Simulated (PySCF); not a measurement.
**Computed structure and properties of ErH3(H2O)**

System: ErH3(H2O) (singlet in the valence; each metal's 4f electrons, 11 of them, lie in its core potential, out of spins and levels); start: displaced along the imaginary mode (C1). Method: PySCF 2.14.0, RKS PBE0, Er lcecp-1-SVP with ECP57, H def2-SVP, O def2-SVP; non-relativistic Hamiltonian with scalar-relativistic core potentials where named; density fitting; no spin-orbit coupling.

Input of the relaxation:

```python
mol = gto.M(atom='''
Er     0.12229    -0.13646     0.13339
H      0.80352     1.63574     0.85735
H     -0.97701    -1.29771     1.34025
H      1.16346    -1.04334    -1.34274
O     -1.18549     1.24942    -1.23318
H     -0.94556     2.19447    -1.04335
H     -1.36381     1.14831    -2.20128''',
    basis={'Er': 'lcecp-1-SVP', 'H': 'def2-SVP', 'O': 'def2-SVP'},
    ecp={'Er': 'lcecp-1-SVP'},
    charge=0, spin=0)
mf = dft.RKS(mol, xc='PBE0')
mf.grids.atom_grid = (50, 194)  # f atoms: unpruned, at least (60, 302)
mf = mf.density_fit()  # fitting sets: Er AutoAux, H def2-universal-JKFIT, O def2-universal-JKFIT
mf.conv_tol = 1e-08; mf.max_cycle = 55
mf.kernel(dm0)  # dm0: converged density of the start geometry
# quasi-Newton relaxation in Cartesian coordinates to a largest gradient under 0.00045 Eh/bohr, steps kept in the point group
```

Run from Python with OMP_NUM_THREADS=2; the lines above give its settings. Where DIIS fails, smearing, a level shift and second-order steps follow.
It took 11 s on 2 threads of Arm Neoverse V2, with other jobs on the host, from the converged density of the start.

Course of the relaxation:

```
step  energy above end (eV)  largest force component within the symmetry (eV/Å)
   0                 0.0302                                               1.092
   1                 0.0020                                               0.180
   2                 0.0006                                               0.040
   3                 0.0002                                               0.022
   4                 0.0000                                               0.013
   5                 0.0000                                               0.008
```

Relaxed geometry (C1):

```xyz
7

Er    0.1209   -0.1416    0.1311
H     0.7969    1.6260    0.8289
H    -0.9789   -1.2954    1.3426
H     1.1669   -1.0340   -1.3289
O    -1.1787    1.2479   -1.2344
H    -0.9546    2.1734   -1.0471
H    -1.3550    1.1741   -2.1817
```

```tsv
contact	Å
Er1–H2 (H)	2.017
Er1–H3 (H)	2.002
Er1–H4 (H)	2.005
Er1–O5 (H2O)	2.342
```

On the finer grid (75, 302):

```yaml
HOMO: -6.38 eV
LUMO: -0.69 eV
Dipole_about_the_centre_of_mass: 5.33 D
Set_of_Mulliken_populations_of_Er1_outside_the_core_potential: s 2.67, p 6.60, d 1.15, f 0.02
D3_BJ_dispersion_energy_not_in_the_energies: -0.073 eV
```

```json
{"atom": "Er1", "Mulliken (e)": "0.55", "Löwdin (e)": "0.35", "spin (e)": "0.00"}
{"atom": "H2", "Mulliken (e)": "-0.26", "Löwdin (e)": "-0.22", "spin (e)": "0.00"}
{"atom": "H3", "Mulliken (e)": "-0.25", "Löwdin (e)": "-0.21", "spin (e)": "0.00"}
{"atom": "H4", "Mulliken (e)": "-0.25", "Löwdin (e)": "-0.21", "spin (e)": "0.00"}
{"atom": "O5", "Mulliken (e)": "-0.29", "Löwdin (e)": "0.02", "spin (e)": "0.00"}
{"atom": "H6", "Mulliken (e)": "0.25", "Löwdin (e)": "0.14", "spin (e)": "0.00"}
{"atom": "H7", "Mulliken (e)": "0.24", "Löwdin (e)": "0.14", "spin (e)": "0.00"}
```

The 4f levels lie in the core potential and are missing. Their spin isn't counted.

On the grid (50, 194), as all that follows. Harmonic modes: 1 unstable but soft, so probably a saddle point, though modes this soft are near the noise (counted below −25 cm⁻¹); lowest -51 cm⁻¹ (negative: unstable), highest 3911 cm⁻¹, zero-point energy 1.027 eV.

Taking off one H (charge -1, singlet; the rest: singlet) in vacuum, both parts rigid, costs 9.36 eV; the small basis without counterpoise inflates it. Most of it is the attraction of opposite charges; other ways to part are cheaper, and one spin state was tried for the rest.

Rigid scan of H along the line from its metal:

| distance to H2 (Å) | energy (eV) |
| --- | --- |
| 1.72 | 0.464 |
| 1.82 | 0.184 |
| 1.92 | 0.042 |
| 2.02 | 0.000 |
| 2.12 | 0.032 |
| 2.22 | 0.117 |
| 2.42 | 0.387 |
| 2.72 | 0.905 |
| 3.12 | 1.625 |
| 3.62 | 2.435 |

Taking off one H2O (charge 0, singlet; the rest: singlet) in vacuum, both parts rigid, costs 1.45 eV; the small basis without counterpoise inflates it.

Rigid scan of H2O along the line from its metal:

distance to O5 (Å), energy (eV) and a bar:
```
     2.04      0.435 #############
     2.14      0.163 #####
     2.24      0.034 #
     2.34      0.000 
     2.44      0.025 #
     2.54      0.085 ##
     2.74      0.253 #######
     3.04      0.519 ###############
     3.44      0.802 #######################
     3.94      1.035 ##############################
```

One start shape was tried, so this needn't be the lowest isomer.

An lcecp potential fixes the number of 4f electrons, so in runs with it no electron can move into or out of that shell.
